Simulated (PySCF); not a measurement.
# Electron correlation in Au (gold, neutral)

[Xe] 4f14 5d10 6p1, 2P determinant (an excited configuration). All numbers are calculated (PySCF 2.14, the spin-free X2C one-electron Hamiltonian (Gaussian nucleus), in ANO-RCC-VTZP (8s7p5d3f1g, 84 functions)). Frozen: [Kr] 4d10 4f14; 19 electrons correlated.

| level | correlation energy (mhartree) |
| --- | --- |
| CCSD | -524.86 |
| (T) | -19.12 |
| CCSD(T) | -543.98 |

Diagnostics: T1 = 0.022, D1 = 0.1181, largest double amplitude 0.052.

Spin-orbit coupling, absent here, splits the open shell strongly.

Cost of the coupled-cluster step: about 50 core-seconds, for 19 correlated electrons.

The basis was made for the ground configuration and has no added diffuse functions, which can raise the energy of the promoted electron.
